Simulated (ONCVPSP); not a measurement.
**What the settings do to the ONCV potential of Ce (Z = 58)**

Base potential:

cerium (Ce), optimised norm-conserving Vanderbilt (ONCV), made with ONCVPSP 4.0.1 (PBE, fully relativistic). Core [Kr] 4d10, reference 4f1 5s2 5p6 5d1 6s0.5 (charge +1.5). Waves: 5s+6s: rc 2.60 bohr, ncon 4, nbas 9, qcut 4.6 1/bohr, 2 projectors; 5p: rc 2.65 bohr, ncon 4, nbas 8, qcut 5.8 1/bohr, 2 projectors, debl 2.1 Ha; 5d: rc 3.25 bohr, ncon 4, nbas 8, qcut 3.9 1/bohr, 2 projectors, debl 1.9 Ha; 4f: rc 1.85 bohr, ncon 4, nbas 9, qcut 7.8 1/bohr, 2 projectors, debl 3 Ha. Local part: polynomial inside 1.65 bohr (lpopt 1, dvloc0 1 Ha). Core correction: Teter function fitted to the true core (icmod 2), fcfact 0.2.

Open shells are filled in proportion to 2j + 1.

Cutoffs, loose and tight: the cutoffs (Ha) at which the residual kinetic energy of the hardest occupied pseudo-wave falls to 1 and 0.1 mHa per electron. They do not see the model core or the augmentation charge, which bear on the density cutoff. Test errors are all-electron minus pseudo excitation energies from the reference, over the configurations 4f1 5s2 5p6 5d1 6s2; 4f1 5s2 5p6 5d1 6s1; 4f1 5s2 5p6 5d1 6s0; 4f0 5s2 5p6 5d2 6s1. A dash means not determined; rows that change the core or the reference have their own tests. The largest error is taken over the tests solved by every variant that gives reliable tests at all: 4f0 5s2 5p6 5d2 6s1; 4f1 5s2 5p6 5d1 6s0; 4f1 5s2 5p6 5d1 6s2.

For the base: The cutoffs count occupied waves only; projector 2 of the f channel, the hardest unoccupied one, needs 110 Ha at the loose tolerance.

A true bound ghost makes a file unfit for plane-wave use even where its test errors are small: the radial tests pick states by their node count and pass the ghost by.

```tsv
change	outcome	cutoff, loose	cutoff, tight	bound ghosts	GHOST(+) flags above zero	largest test error (meV)
base	generated	31 Ha	95 Ha	none	s, d3/2	+767
p: rc 2.72	generated	31 Ha	95 Ha	none	s, d3/2	+773
reference 4f1 5s2 5p6 5d1.5 6s1.5	generated	31 Ha	95 Ha	none	s, d5/2, d3/2	-17
all radii but the core radius scaled by about 1.24 (s 3.22, p 3.28, d 4.02, f 2.28 bohr); local potential polynomial inside 2.04 bohr (lpopt 1, dvloc0 1 Ha)	generated, projector energies reset by the program	25 Ha	27 Ha	none	none	+1045
local potential polynomial inside 1.30 bohr (lpopt 3, dvloc0 0 Ha)	generated	31 Ha	95 Ha	none	s, p3/2, d5/2, p1/2, d3/2	+784
p: nproj 1	generated	31 Ha	95 Ha	none	s, d3/2	+833
p: qcut 7.4	generated	31 Ha	95 Ha	none	s, d3/2	+724
core correction Teter function, fcfact 4.75, rcfact 1.5	generated	31 Ha	95 Ha	none	s, d3/2	+748
core correction Teter function fitted to the true core (icmod 2), fcfact 1.26	generated	31 Ha	95 Ha	none	s, d3/2	+737
scalar-relativistic	generated	31 Ha	95 Ha	none	s, d	+822
s: ncon 5, nbas 10	generated	31 Ha	95 Ha	none	s, d3/2	+756
```

Task: What comes out with this change to the base: f: qcut 5.9?

Result: outcome: generated; cutoff, loose: 104 Ha; cutoff, tight: 145 Ha; bound ghosts: none; GHOST(+) flags above zero: s, d3/2; largest test error (meV): +1080.

Task: What comes out with this change to the base: d: nbas 9?

Result: outcome: generated; cutoff, loose: 31 Ha; cutoff, tight: 95 Ha; bound ghosts: d3/2; GHOST(+) flags above zero: s, d5/2; largest test error (meV): +765.
